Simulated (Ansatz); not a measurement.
Reaction (ligand exchange at the Si–C bond): `BC(B)[SiH3]` + `CO[SiH](O)Br` → `CO[SiH](Br)O[SiH3]` + `BCB`

Computed with Ansatz on PBE0-D4/def2-TZVP structures; ΔE is electronic, products minus reactants. CCSD(T)/CBS adds triple-zeta CCSD(T) − MP2 to the extrapolated MP2 energy (def2 sets, frozen cores). DFT in def2-TZVPP. B3LYP here is the variant with VWN-RPA as its local correlation; programs differ in this. For Br outer-core shells are correlated without core-valence functions, which leaves a few kJ/mol of doubt a bond. Scalar relativity is left out up to krypton. One conformer a species, not always the lowest.

```csv
level,ΔE (eV)
PBE-D4,-0.55
B3LYP-D4,-0.83
B2PLYP,-0.83
CCSD/def2-TZVPP,-0.82
HF/def2-QZVPP,-1.19
SCS-MP2/def2-QZVPP,-0.84
HF/CBS(def2),-1.19
MP2/CBS(def2),-0.74
```

(1) What does CCSD(T)/CBS give? (Estimate.)

Largest T1 diagnostic among the species: 0.012.

Answers

(1) Ansatz gave: -0.75 eV. The listed levels differ from it by 0.20, -0.08, -0.08, -0.07, -0.44, -0.09, -0.44, 0.01 eV.

In def2-TZVPP, CCSD(T) changes the Hartree–Fock value by +0.42 eV (the triples alone add +0.07 eV) and MP2 by +0.43 eV. From PBE to PBE0 (25 % exact exchange), in def2-TZVPP and without D4, ΔE moves by −0.07 eV.
